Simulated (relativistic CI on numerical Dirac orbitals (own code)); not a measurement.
Cr4+: L2,3 absorption edge

Computed with this model: Dirac-Coulomb-Breit CI, separate exchange-only KLI orbitals for each configuration, model QED (radiative potential, 1s self-energy scaled to tabulated hydrogen-like ionisation energies), valence Slater integrals scaled by 0.7, multiplet model of core-to-valence dipole absorption; configurations [Ar] 3d2 → [He] 2s2 2p5 3s2 3p6 3d3; 10 K; Lorentzian 0.4 eV and Gaussian 0.3 eV FWHM. Energies are those of the free ion, without screening or charge transfer. The branching ratio is the share of the lower-energy edge in the whole absorption, uncertain by about 0.02 where the edges overlap. S is read from ⟨S²⟩ = S(S + 1).

Field parameters in Wybourne normalisation: Td as Oh with Dq negative (B⁴₀ = 21Dq, B⁴₄ = √(5/14) B⁴₀). The field is a parameter set, without covalency.

Peaks in eV (height, largest 100): 582.0 (13), 583.7 (100), 586.0 (25), 590.1 (30), 590.9 (41), 592.7 (62).

Which surroundings give this spectrum?
A. free ion
B. Td, 10Dq = -2200 cm⁻¹
C. Td, 10Dq = -7800 cm⁻¹
D. Td, 10Dq = -10600 cm⁻¹

C. Td, 10Dq = -7800 cm⁻¹, where the ground state has S = 1.00.
